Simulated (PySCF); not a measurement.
Species: CH7BBrN.
Numbering: `[CH3:1][B@H-:2]([NH3+:3])[Br:4]` (hydrogens: H5, H6, H7 on C1; H8 on B2; H9, H10, H11 on N3)

Method used: PBE0-D3(BJ)/def2-SVP geometry optimisation, gas phase in PySCF 2.14.0.

**Question.** List the bond lengths and angles at this level.

**Answer.** 
```tsv
bond	length (Å)
C1–B2	1.595
B2–N3	1.626
B2–Br4	2.042
C1–H5, C1–H6, C1–H7	1.104
B2–H8	1.219
N3–H9, N3–H10, N3–H11	1.022
```

Bonds in one row agree within 0.01 Å and their mean is given. A selection of angles:
```tsv
angle	degrees
B2–C1–H5	110.0
B2–C1–H6	113.2
B2–C1–H7	112.2
H5–C1–H6	106.6
H5–C1–H7	106.5
C1–B2–N3	109.0
C1–B2–Br4	113.0
C1–B2–H8	116.6
N3–B2–Br4	101.7
N3–B2–H8	105.7
Br4–B2–H8	109.6
B2–N3–H9	110.0
B2–N3–H11	111.5
H9–N3–H10	107.4
H9–N3–H11	108.7
```

B2 (four-coordinate boron) is distorted tetrahedral (angles from 101.7° to 116.6°). N3 (nitrogen bonded to B and 3 H) is tetrahedral (angles from 107.4° to 111.5°).

Point group: C1 (no symmetry element, even within 0.4 Å). No frequency check.
